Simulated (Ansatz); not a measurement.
System: CH$_{5}$BP, charge 0, doublet. CH5BP (SMILES C[B]P, doublet).
B3LYP-D3(BJ)/def2-TZVP minimum from Ansatz (a quantum-chemistry and plane-wave program):
```
B
C 1 1.5416
H 2 1.0927 1 112.83
H 2 1.0961 3 108.64 1 127.86
H 2 1.0983 3 106.01 4 114.88
P 1 1.8456 2 136.67 3 157.21
H 6 1.4096 1 103.03 2 -152.00
H 6 1.4207 7 98.25 1 -108.35
```
Charge 0, spin multiplicity 2.

Wanted: atomisation energy (electronic, to ground-state atoms), in kcal/mol. UHF or UKS for unpaired electrons; spin-orbit terms are left out. CBS(X,Y): correlation extrapolated as X^-3, Hartree-Fock from the larger set. A bracket is a step between two methods taken in the basis named. The functionals are non-relativistic, so their misses hold any scalar relativity. '+ core + X2C': CCSD(T) terms for core correlation (cc-pwCVTZ, 1s frozen past Ne) and scalar relativity (cc-pVTZ-DK). For partners of very few electrons the exact lower level stands in for a higher one.

CCSD(T)/CBS(cc-pV(T+d)Z,cc-pV(Q+d)Z) + [CCSDT(Q) - CCSD(T)]/cc-pV(D+d)Z + core + X2C (Ansatz) gives 617.7 kcal/mol.

How far off this value is PBE/def2-TZVPD (Ansatz), in which direction, and which of these levels come nearer: r2SCAN/def2-TZVPD, B3LYP/def2-TZVPD, PBE0/def2-TZVPD, wB97M-V/def2-TZVPD, CCSD(T)/CBS(cc-pV(T+d)Z,cc-pV(Q+d)Z) + core + X2C?

PBE gives 629.3 kcal/mol, 11.6 kcal/mol above it. Differences of the others: r2SCAN/def2-TZVPD (Ansatz) 8.7; B3LYP/def2-TZVPD (Ansatz) 2.3; PBE0/def2-TZVPD (Ansatz) 4.9; wB97M-V/def2-TZVPD (Ansatz) 4.0; CCSD(T)/CBS(cc-pV(T+d)Z,cc-pV(Q+d)Z) + core + X2C (Ansatz) -0.6 kcal/mol. Nearer than PBE: r2SCAN/def2-TZVPD, B3LYP/def2-TZVPD, PBE0/def2-TZVPD, wB97M-V/def2-TZVPD, CCSD(T)/CBS(cc-pV(T+d)Z,cc-pV(Q+d)Z) + core + X2C.
